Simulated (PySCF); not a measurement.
**Löwdin shares of the frontier orbitals**

Species: C5H3NS.
Structure used (PBE0-D3(BJ)/def2-SVP), in Å, numbered top down from 1:
```
atom  x, y, z in Å
N1     3.2594   -0.5389    0.5027
C2     2.1415   -0.2794    0.3280
C3     0.7790    0.0416    0.1176
C4    -0.2060   -0.7625   -0.4210
C5    -1.4609   -0.1099   -0.4794
C6    -1.4083    1.1707    0.0135
S7     0.1570    1.5982    0.5502
H8    -0.0153   -1.7817   -0.7565
H9    -2.3707   -0.5661   -0.8701
H10   -2.2206    1.8929    0.0877
```

Level of theory: TDDFT PBE0/def2-SVPD, vertical, gas phase, core orbitals frozen in the response in PySCF 2.14.0, density-fitted response routines.

Kohn–Sham orbitals with the atoms that hold most of them (Löwdin shares over 4%, at most four atoms; ? is withheld):

| orbital | ε (eV) | atoms |
| --- | --- | --- |
| LUMO+2 | 0.27 | S7 32%, N1 22%, C2 17%, C3 9% |
| LUMO+1 | -0.24 | S7 50%, C3 13%, N1 12%, C2 12% |
| LUMO | ? | S7 19%, C6 18%, C3 16%, C4 15% |
| HOMO | -7.56 | ? |
| HOMO-1 | -8.14 | ? |
| HOMO-2 | -9.77 | N1 45%, C2 35%, S7 7%, C3 6% |
| HOMO-3 | -10.31 | N1 33%, C2 30%, C6 11%, C3 8% |

Task: Which atoms hold the HOMO, and with what shares?

Result: C6 (bonded to C, S and H) 23%; C3 (bonded to 2 C and S) 22%; N1 (bonded to C) 15%; C5 (bonded to 2 C and H) 13%. By element: carbon 59% or more, nitrogen 15%.

Task: Which atoms hold the HOMO-1, and with what shares?

Result: S7 (bonded to 2 C) 42%; C4 (bonded to 2 C and H) 21%; C5 (bonded to 2 C and H) 17%; C3 (bonded to 2 C and S) 9%. By element: carbon 47% or more, sulfur 42%.

Task: What is the LUMO energy, and the HOMO–LUMO gap?

Result: ε(LUMO) = -1.88 eV; the gap is 5.68 eV (0.2087 hartree).

Task: The HOMO–LUMO gap is 5.68 eV. Where does the response calculation put the lowest singlet, and from which orbitals?

Result: S1 is at 5.11 eV (f = 0.210), 0.56 eV below the gap, made of HOMO→LUMO (89%). 

Task: Give energy, strength and leading configuration of S1, S2 and S3, and follow the Löwdin shares of the leading atoms from the occupied to the empty orbital.

Result: 
- S1 (5.11 eV, f 0.210), HOMO→LUMO (89%): C6 23% → 18%, C3 22% → 16%, S7 at most 14% → 19%
- S2 (5.50 eV, f 0.093), HOMO-1→LUMO (83%): S7 42% → 19%, C4 21% → 15%, C6 at most 9% → 18%
- S3 (5.79 eV, f 0.0001), HOMO→LUMO+1 (90%): C6 23% → at most 13%, C3 22% → 13%, S7 at most 14% → 50%

On an x86-64 server with one thread (shared host), this took 82 s.
